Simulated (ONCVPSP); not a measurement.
## iodine: one change to an ONCV potential, before and after

I, optimised norm-conserving Vanderbilt (ONCV), made with ONCVPSP 4.0.1 (PW91, fully relativistic). Core [Ar] 3d10, reference 4s2 4p6 4d10 5s2 5p5. Waves: 4s+5s: rc 1.40 bohr, ncon 4, nbas 8, qcut 10.6 1/bohr, 2 projectors; 4p+5p: rc 1.25 bohr, ncon 3, nbas 7, qcut 9.6 1/bohr, 2 projectors; 4d: rc 1.25 bohr, ncon 4, nbas 8, qcut 11.8 1/bohr, 2 projectors, debl 2.1 Ha. Local part: polynomial inside 0.95 bohr (lpopt 2, dvloc0 0 Ha). Core correction: none.

Open shells are filled in proportion to 2j + 1.

All-electron outer shells of the reference configuration (PW91, scalar-relativistic, ld1.x):

```
shell  level (eV)  outermost node (bohr)  outermost maximum (bohr)
   3p     -859.55                   0.13                      0.28
   3d     -606.17                      –                      0.23
   4s     -180.61                   0.37                      0.68
   4p     -127.60                   0.37                      0.72
   4d      -50.33                   0.35                      0.78
   5s      -17.48                   0.88                      1.70
   5p       -7.13                   0.96                      2.02
```

Change: functional PBE.

Cutoffs: the cutoffs (Ha) at which the residual kinetic energy of the hardest occupied pseudo-wave falls to 1 and 0.1 mHa per electron; they do not see the model core or the augmentation charge, which bear on the density cutoff. Errors are all-electron minus pseudo energies relative to the spin-unpolarised reference configuration.

What does the change do?

The potential gets neither clearly harder nor softer (52 Ha and 60 Ha → 52 Ha and 60 Ha); both files keep a bound ghost (p); of the 4 tests that both files solve, the error grows in 1 and shrinks in 2 by more than 15 % and 0.3 meV (median size 2.5 → 2.7 meV).

| quantity | base | changed |
| --- | --- | --- |
| cutoff, loose | 52 Ha | 52 Ha |
| cutoff, tight | 60 Ha | 60 Ha |
| loose cutoff by channel | s 36 Ha, p 31 Ha, d 52 Ha | s 36 Ha, p 31 Ha, d 52 Ha |
| bound ghosts | p3/2 | p3/2 |
| GHOST(+) flags under 300 eV | none | none |
| error for 4s2 4p6 4d10 5s2 5p4, meV [ΔE 11.21 → 11.16 eV] | +2.0 | +1.4 |
| error for 4s2 4p6 4d10 5s2 5p3, meV [ΔE 31.16 → 31.03 eV] | +3.0 | +2.6 |
| error for 4s2 4p6 4d10 5s2 5p2, meV [ΔE 60.61 → 60.40 eV] | +2.0 | +2.9 |
| error for 4s2 4p5 4d10 5s2 5p5, meV [ΔE 136.72 → 136.68 eV] | -117 | -88 |
| s: phases at 1.42 bohr within 0.05 rad from the reference energy up to (Ha; the scan ends near 5) | to the end of the scan | to the end of the scan |
| p3/2: phases at 1.27 bohr within 0.05 rad from the reference energy up to (Ha; the scan ends near 5) | 1.9 | 2.2 |
| p1/2: phases at 1.27 bohr within 0.05 rad from the reference energy up to (Ha; the scan ends near 5) | to the end of the scan | to the end of the scan |
| d5/2: phases at 1.27 bohr within 0.05 rad from the reference energy up to (Ha; the scan ends near 5) | to the end of the scan | to the end of the scan |
| d3/2: phases at 1.27 bohr within 0.05 rad from the reference energy up to (Ha; the scan ends near 5) | to the end of the scan | to the end of the scan |

 A true bound ghost makes a file unfit for plane-wave use even where its test errors are small: the radial tests pick states by their node count and pass the ghost by.
